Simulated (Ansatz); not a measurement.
Molecular dynamics of ClH5O2Si

Input:

```yaml
crystal:
  periodic: [false, false, false]
  atoms:
    - { symbol: Si, position_ang: [-0.645808, -0.062169, -0.32636] }
    - { symbol: O, position_ang: [0.634474, -0.645012, 1.282235] }
    - { symbol: H, position_ang: [-0.645063, -1.561215, -0.393118] }
    - { symbol: H, position_ang: [-2.104333, 0.236993, -0.207855] }
    - { symbol: O, position_ang: [0.154629, 0.237632, -1.753764] }
    - { symbol: H, position_ang: [1.14779, 0.127402, 1.572142] }
    - { symbol: Cl, position_ang: [-0.105195, 1.876103, 0.623708] }
    - { symbol: H, position_ang: [1.224673, -1.385393, 1.085306] }
    - { symbol: H, position_ang: [0.338734, 1.175661, -1.882194] }
magnetization:
  spin_polarized: true
basis:
  gaussian: { orbitals: def2-SVP }
hamiltonian:
  xc: pbe0
md:
  timestep: 0.5
  n_steps: 200
  ensemble: nve
  temperature: 100.0
  initial_velocities: maxwell_boltzmann
  seed: 6800
```

Run as:

```bash
$ ansatz run input.yaml --threads 2 --pin off --max-ram 3072MiB --backend cpu --events-out ev --progress --plain --runs-dir out
```

It starts at the highest image of a converged band. Of that band: A vibrational analysis at the climbing image gives 2 clearly imaginary modes (175i, 45i cm⁻¹): a point of higher order, so a lower path passes nearby.

Output, in part (one step line in 3, the closing report, with atoms numbered from 0):

```
md step     0: t =     0.00 fs  T =   100.0 K  F+E_penalty+E_count = -24555.99753072 eV  E_kin = 0.090482 eV  conserved = -24555.90704872 eV  (25 SCF iters)
md step     3: t =     1.50 fs  T =    88.7 K  F+E_penalty+E_count = -24555.98708971 eV  E_kin = 0.080241 eV  conserved = -24555.90684896 eV  (23 SCF iters)
md step     6: t =     3.00 fs  T =    76.0 K  F+E_penalty+E_count = -24555.97555933 eV  E_kin = 0.068740 eV  conserved = -24555.90681924 eV  (23 SCF iters)
md step     9: t =     4.50 fs  T =    67.1 K  F+E_penalty+E_count = -24555.96765011 eV  E_kin = 0.060724 eV  conserved = -24555.90692658 eV  (23 SCF iters)
md step    12: t =     6.00 fs  T =    53.4 K  F+E_penalty+E_count = -24555.95506249 eV  E_kin = 0.048339 eV  conserved = -24555.90672351 eV  (23 SCF iters)
md step    15: t =     7.50 fs  T =    56.1 K  F+E_penalty+E_count = -24555.95760117 eV  E_kin = 0.050766 eV  conserved = -24555.90683484 eV  (23 SCF iters)
md step    18: t =     9.00 fs  T =    63.2 K  F+E_penalty+E_count = -24555.96409678 eV  E_kin = 0.057145 eV  conserved = -24555.90695165 eV  (23 SCF iters)
md step    21: t =    10.50 fs  T =    60.3 K  F+E_penalty+E_count = -24555.96131374 eV  E_kin = 0.054517 eV  conserved = -24555.90679716 eV  (26 SCF iters)
md step    24: t =    12.00 fs  T =    62.2 K  F+E_penalty+E_count = -24555.96315988 eV  E_kin = 0.056235 eV  conserved = -24555.90692460 eV  (23 SCF iters)
md step    27: t =    13.50 fs  T =    55.9 K  F+E_penalty+E_count = -24555.95751192 eV  E_kin = 0.050582 eV  conserved = -24555.90692948 eV  (24 SCF iters)
md step    30: t =    15.00 fs  T =    43.4 K  F+E_penalty+E_count = -24555.94599446 eV  E_kin = 0.039282 eV  conserved = -24555.90671226 eV  (23 SCF iters)
md step    33: t =    16.50 fs  T =    48.2 K  F+E_penalty+E_count = -24555.95046802 eV  E_kin = 0.043583 eV  conserved = -24555.90688470 eV  (24 SCF iters)
md step    36: t =    18.00 fs  T =    53.6 K  F+E_penalty+E_count = -24555.95532940 eV  E_kin = 0.048468 eV  conserved = -24555.90686158 eV  (24 SCF iters)
md step    39: t =    19.50 fs  T =    60.1 K  F+E_penalty+E_count = -24555.96117052 eV  E_kin = 0.054384 eV  conserved = -24555.90678678 eV  (23 SCF iters)
md step    42: t =    21.00 fs  T =    73.5 K  F+E_penalty+E_count = -24555.97351163 eV  E_kin = 0.066506 eV  conserved = -24555.90700559 eV  (23 SCF iters)
md step    45: t =    22.50 fs  T =    69.7 K  F+E_penalty+E_count = -24555.96993482 eV  E_kin = 0.063031 eV  conserved = -24555.90690414 eV  (24 SCF iters)
md step    48: t =    24.00 fs  T =    59.9 K  F+E_penalty+E_count = -24555.96094723 eV  E_kin = 0.054168 eV  conserved = -24555.90677960 eV  (24 SCF iters)
md step    51: t =    25.50 fs  T =    58.3 K  F+E_penalty+E_count = -24555.95971483 eV  E_kin = 0.052779 eV  conserved = -24555.90693546 eV  (23 SCF iters)
md step    54: t =    27.00 fs  T =    51.3 K  F+E_penalty+E_count = -24555.95317462 eV  E_kin = 0.046409 eV  conserved = -24555.90676527 eV  (24 SCF iters)
md step    57: t =    28.50 fs  T =    56.7 K  F+E_penalty+E_count = -24555.95804418 eV  E_kin = 0.051273 eV  conserved = -24555.90677155 eV  (23 SCF iters)
md step    60: t =    30.00 fs  T =    72.8 K  F+E_penalty+E_count = -24555.97288478 eV  E_kin = 0.065901 eV  conserved = -24555.90698369 eV  (23 SCF iters)
md step    63: t =    31.50 fs  T =    76.1 K  F+E_penalty+E_count = -24555.97568051 eV  E_kin = 0.068840 eV  conserved = -24555.90684066 eV  (23 SCF iters)
md step    66: t =    33.00 fs  T =    79.0 K  F+E_penalty+E_count = -24555.97837136 eV  E_kin = 0.071463 eV  conserved = -24555.90690883 eV  (23 SCF iters)
md step    69: t =    34.50 fs  T =    74.7 K  F+E_penalty+E_count = -24555.97455217 eV  E_kin = 0.067566 eV  conserved = -24555.90698645 eV  (23 SCF iters)
md step    72: t =    36.00 fs  T =    56.4 K  F+E_penalty+E_count = -24555.95780720 eV  E_kin = 0.051056 eV  conserved = -24555.90675169 eV  (23 SCF iters)
md step    75: t =    37.50 fs  T =    50.9 K  F+E_penalty+E_count = -24555.95288148 eV  E_kin = 0.046062 eV  conserved = -24555.90681912 eV  (24 SCF iters)
md step    78: t =    39.00 fs  T =    52.7 K  F+E_penalty+E_count = -24555.95458173 eV  E_kin = 0.047697 eV  conserved = -24555.90688442 eV  (24 SCF iters)
md step    81: t =    40.50 fs  T =    55.7 K  F+E_penalty+E_count = -24555.95712314 eV  E_kin = 0.050386 eV  conserved = -24555.90673756 eV  (23 SCF iters)
md step    84: t =    42.00 fs  T =    72.4 K  F+E_penalty+E_count = -24555.97248396 eV  E_kin = 0.065534 eV  conserved = -24555.90695027 eV  (24 SCF iters)
md step    87: t =    43.50 fs  T =    79.8 K  F+E_penalty+E_count = -24555.97913722 eV  E_kin = 0.072200 eV  conserved = -24555.90693725 eV  (23 SCF iters)
md step    90: t =    45.00 fs  T =    77.4 K  F+E_penalty+E_count = -24555.97682316 eV  E_kin = 0.070031 eV  conserved = -24555.90679170 eV  (26 SCF iters)
md step    93: t =    46.50 fs  T =    81.0 K  F+E_penalty+E_count = -24555.98025411 eV  E_kin = 0.073329 eV  conserved = -24555.90692557 eV  (24 SCF iters)
md step    96: t =    48.00 fs  T =    78.6 K  F+E_penalty+E_count = -24555.97791120 eV  E_kin = 0.071091 eV  conserved = -24555.90681989 eV  (24 SCF iters)
md step    99: t =    49.50 fs  T =    82.4 K  F+E_penalty+E_count = -24555.98131080 eV  E_kin = 0.074568 eV  conserved = -24555.90674253 eV  (24 SCF iters)
md step   102: t =    51.00 fs  T =   100.1 K  F+E_penalty+E_count = -24555.99749163 eV  E_kin = 0.090539 eV  conserved = -24555.90695213 eV  (23 SCF iters)
md step   105: t =    52.50 fs  T =   108.9 K  F+E_penalty+E_count = -24556.00536217 eV  E_kin = 0.098505 eV  conserved = -24555.90685688 eV  (23 SCF iters)
md step   108: t =    54.00 fs  T =   116.2 K  F+E_penalty+E_count = -24556.01199047 eV  E_kin = 0.105115 eV  conserved = -24555.90687519 eV  (23 SCF iters)
md step   111: t =    55.50 fs  T =   119.2 K  F+E_penalty+E_count = -24556.01487791 eV  E_kin = 0.107878 eV  conserved = -24555.90700035 eV  (25 SCF iters)
md step   114: t =    57.00 fs  T =   106.5 K  F+E_penalty+E_count = -24556.00314515 eV  E_kin = 0.096363 eV  conserved = -24555.90678165 eV  (23 SCF iters)
md step   117: t =    58.50 fs  T =   102.9 K  F+E_penalty+E_count = -24555.99988311 eV  E_kin = 0.093090 eV  conserved = -24555.90679293 eV  (24 SCF iters)
md step   120: t =    60.00 fs  T =   109.7 K  F+E_penalty+E_count = -24556.00611730 eV  E_kin = 0.099233 eV  conserved = -24555.90688400 eV  (24 SCF iters)
md step   123: t =    61.50 fs  T =   117.3 K  F+E_penalty+E_count = -24556.01287498 eV  E_kin = 0.106115 eV  conserved = -24555.90675962 eV  (23 SCF iters)
md step   126: t =    63.00 fs  T =   136.6 K  F+E_penalty+E_count = -24556.03048577 eV  E_kin = 0.123574 eV  conserved = -24555.90691134 eV  (24 SCF iters)
md step   129: t =    64.50 fs  T =   149.2 K  F+E_penalty+E_count = -24556.04198000 eV  E_kin = 0.134991 eV  conserved = -24555.90698892 eV  (25 SCF iters)
md step   132: t =    66.00 fs  T =   146.8 K  F+E_penalty+E_count = -24556.03959427 eV  E_kin = 0.132799 eV  conserved = -24555.90679487 eV  (23 SCF iters)
md step   135: t =    67.50 fs  T =   149.5 K  F+E_penalty+E_count = -24556.04217819 eV  E_kin = 0.135268 eV  conserved = -24555.90690998 eV  (26 SCF iters)
md step   138: t =    69.00 fs  T =   148.5 K  F+E_penalty+E_count = -24556.04119317 eV  E_kin = 0.134357 eV  conserved = -24555.90683602 eV  (24 SCF iters)
md step   141: t =    70.50 fs  T =   152.5 K  F+E_penalty+E_count = -24556.04465650 eV  E_kin = 0.137943 eV  conserved = -24555.90671339 eV  (23 SCF iters)
md step   144: t =    72.00 fs  T =   174.6 K  F+E_penalty+E_count = -24556.06484641 eV  E_kin = 0.157941 eV  conserved = -24555.90690565 eV  (23 SCF iters)
md step   147: t =    73.50 fs  T =   193.3 K  F+E_penalty+E_count = -24556.08176217 eV  E_kin = 0.174873 eV  conserved = -24555.90688900 eV  (23 SCF iters)
md step   150: t =    75.00 fs  T =   208.2 K  F+E_penalty+E_count = -24556.09526995 eV  E_kin = 0.188417 eV  conserved = -24555.90685304 eV  (23 SCF iters)
md step   153: t =    76.50 fs  T =   221.8 K  F+E_penalty+E_count = -24556.10770855 eV  E_kin = 0.200718 eV  conserved = -24555.90699040 eV  (23 SCF iters)
md step   156: t =    78.00 fs  T =   221.6 K  F+E_penalty+E_count = -24556.10735661 eV  E_kin = 0.200552 eV  conserved = -24555.90680438 eV  (23 SCF iters)
md step   159: t =    79.50 fs  T =   228.7 K  F+E_penalty+E_count = -24556.11368498 eV  E_kin = 0.206913 eV  conserved = -24555.90677201 eV  (23 SCF iters)
md step   162: t =    81.00 fs  T =   247.9 K  F+E_penalty+E_count = -24556.13121818 eV  E_kin = 0.224313 eV  conserved = -24555.90690554 eV  (24 SCF iters)
md step   165: t =    82.50 fs  T =   265.7 K  F+E_penalty+E_count = -24556.14719469 eV  E_kin = 0.240399 eV  conserved = -24555.90679525 eV  (24 SCF iters)
md step   168: t =    84.00 fs  T =   291.1 K  F+E_penalty+E_count = -24556.17033031 eV  E_kin = 0.263417 eV  conserved = -24555.90691339 eV  (24 SCF iters)
md step   171: t =    85.50 fs  T =   310.5 K  F+E_penalty+E_count = -24556.18789688 eV  E_kin = 0.280914 eV  conserved = -24555.90698327 eV  (25 SCF iters)
md step   174: t =    87.00 fs  T =   315.3 K  F+E_penalty+E_count = -24556.19205814 eV  E_kin = 0.285253 eV  conserved = -24555.90680507 eV  (23 SCF iters)
md step   177: t =    88.50 fs  T =   325.0 K  F+E_penalty+E_count = -24556.20090069 eV  E_kin = 0.294039 eV  conserved = -24555.90686196 eV  (23 SCF iters)
md step   180: t =    90.00 fs  T =   336.1 K  F+E_penalty+E_count = -24556.21091358 eV  E_kin = 0.304073 eV  conserved = -24555.90684105 eV  (23 SCF iters)
md step   183: t =    91.50 fs  T =   353.0 K  F+E_penalty+E_count = -24556.22614119 eV  E_kin = 0.319423 eV  conserved = -24555.90671774 eV  (24 SCF iters)
md step   186: t =    93.00 fs  T =   387.6 K  F+E_penalty+E_count = -24556.25763919 eV  E_kin = 0.350721 eV  conserved = -24555.90691846 eV  (24 SCF iters)
md step   189: t =    94.50 fs  T =   418.3 K  F+E_penalty+E_count = -24556.28540936 eV  E_kin = 0.378510 eV  conserved = -24555.90689976 eV  (25 SCF iters)
md step   192: t =    96.00 fs  T =   444.2 K  F+E_penalty+E_count = -24556.30879949 eV  E_kin = 0.401931 eV  conserved = -24555.90686804 eV  (23 SCF iters)
md step   195: t =    97.50 fs  T =   467.5 K  F+E_penalty+E_count = -24556.32999119 eV  E_kin = 0.422998 eV  conserved = -24555.90699343 eV  (25 SCF iters)
md step   198: t =    99.00 fs  T =   475.9 K  F+E_penalty+E_count = -24556.33739118 eV  E_kin = 0.430561 eV  conserved = -24555.90683001 eV  (25 SCF iters)
md step   200: t =   100.00 fs  T =   482.3 K  F+E_penalty+E_count = -24556.34317078 eV  E_kin = 0.436438 eV  conserved = -24555.90673297 eV  (27 SCF iters)
Total energy: -24556.34319437 eV, -902.4289675057 hartree
Atom 0 at    -0.654903     0.094650    -0.527855 Å, force     0.064397    -0.194818    -0.373308 eV/Å
Atom 1 at     0.789343    -0.785754     1.941263 Å, force     0.721875     0.309873     0.508680 eV/Å
Atom 2 at    -0.090219    -1.230285    -0.191167 Å, force    -0.138699     0.171273    -0.022062 eV/Å
Atom 3 at    -2.138577     0.126078    -0.432366 Å, force    -0.048558    -0.041682    -0.031848 eV/Å
Atom 4 at    -0.062941     0.366067    -2.053792 Å, force    -0.031027    -0.627051     0.206361 eV/Å
Atom 5 at     1.131058     0.073368     2.234738 Å, force    -0.502517    -0.043524     0.054302 eV/Å
Atom 6 at    -0.082177     1.744239     0.602716 Å, force     0.082187     0.178493     0.097506 eV/Å
Atom 7 at     1.613486    -1.161531     1.613737 Å, force    -0.055045    -0.431781    -0.155510 eV/Å
Atom 8 at    -0.114861     1.249338    -2.396385 Å, force    -0.092614     0.679218    -0.284121 eV/Å
Dipole moment:     0.277740     0.121523    -0.060604 e Å
```

The run went to its last step. The conserved energy stayed within 0.039 meV per atom of its start (net change 0.035 meV per atom), so the integration is sound. The kinetic energy rose, since the run started high on the potential surface and went downhill. It ends in pieces (ClH3OSi + H2O), so much of that is their flight and rotation, not heat. A run of 0.1 ps of so small a system gives no equilibrium averages. The orbitals were unrestricted but ended closed-shell.

Between its relaxed ends the band would form Si1–Cl7, O2–H6 and break Si1–O2, H6–Cl7. These pairs go: Si1–Cl7 2.23 → 2.08 Å, O2–H6 0.97 → 0.97 Å, Si1–O2 2.14 → 2.99 Å, H6–Cl7 2.35 → 2.63 Å. In the last frame they stand as after the step (other bonds may differ from the relaxed reactants and products). It ends as ClH3OSi + H2O. Pairs count as bonded within 1.25 times the sum of covalent radii (0.12 Å more for H–H).

Last frame:

```xyz
9
Properties=species:S:1:pos:R:3
Si -0.655 0.095 -0.528
O 0.789 -0.786 1.941
H -0.090 -1.230 -0.191
H -2.139 0.126 -0.432
O -0.063 0.366 -2.054
H 1.131 0.073 2.235
Cl -0.082 1.744 0.603
H 1.613 -1.161 1.614
H -0.115 1.249 -2.396
```

Time of the run: 3.1 min on 2 threads of AMD EPYC 9R45 96-Core Processor (Zen 5), on a shared host, peak memory 0.27 GiB.
